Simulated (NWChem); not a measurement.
Species: GeIBr, singlet; SMILES [Br][Ge][I]

```xyz
3

Ge     1.0957     0.4763     0.0000
Br    -0.5800     2.1169     0.0000
I     -0.2785    -1.6855     0.0000
```
Atoms are numbered in this order, from 1.

Program: NWChem. Low-valent species are run as closed-shell singlets; no triplet was tried in these runs. Structure relaxed at the PBE0/def2-SVP level. Not confirmed as a minimum by frequencies. def2 effective core potentials on I; no spin-orbit coupling. Ions are spin-unrestricted doublets at the neutral geometry; other ion states weren't tried.

Problem. Predict the results for PBE/def2-SVP. Quantities: vertical ionisation energy, ΔSCF (eV); −ε(HOMO) (eV).

Solution. 
- vertical ionisation energy, ΔSCF (eV) = 9.21
- −ε(HOMO) (eV) = 6.37
